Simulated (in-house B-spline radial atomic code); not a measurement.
The numbers below are computed, except where a source is named.
Correlation energy from the adiabatic connection: −Z exp(−kr)/r, Z = 8.14, k = 0.913

Two electrons in a singlet, external potential −Z exp(−kr)/r, Z = 8.14, k = 0.913 (atomic units). Full CI in B-splines (partial waves to l = 8, correlation up to 0.6 % small) with the density held fixed gives W(λ) = <V_ee>_λ − U, and E_c is the integral of W(λ) − W(0) from 0 to 1.

```csv
λ,W(λ) − W(0) (hartree)
0,0.00000
0.02,-0.00187
0.05,-0.00467
0.12,-0.01116
0.25,-0.02311
0.4,-0.03672
0.6,-0.05456
0.8,-0.07208
1,-0.08928
```

(1) Integrate the table by the trapezoid rule.

(2) Now use only three numbers: W(0) = -4.8092, the initial slope W'(0) = -0.09354 (extrapolated from the first points) and the strong-coupling limit of the point-charge-plus-continuum model, W∞ = -6.8318. What do second-order theory and the interpolation W(λ) = W∞ + (W(0) − W∞)/√(1 + 2χλ) of Seidl, Perdew and Levy give?

Results:

(1) The strips give -0.00002, -0.00010, -0.00055, -0.00223, -0.00449, -0.00913, -0.01266, -0.01614, which sum to -0.04531 hartree. The direct value, W(1) − W(0) + T_c with T_c = 0.04395, is -0.04534; the curve is convex, so chords lie above it and the trapezoids fall short in size by 0.05 %.

(2) Second order keeps the slope alone: E_c = W'(0)/2 = -0.04677, +3 % in size against -0.04534. Matching the slope fixes χ = W'(0)/(W∞ − W(0)) = -0.09354/(-2.02260) = 0.04625. Integrating, with s = √(1 + 2χ) = 1.045225, E_c = −(W(0) − W∞)(s − 1)/(s + 1) = −2.02260 × 0.045225/2.045225 = -0.04472 hartree, -1.4 % in size against the full result. At λ = 1 the formula gives W − W(0) = -0.08751 against -0.08928. Part of the miss can come from the model's W∞.
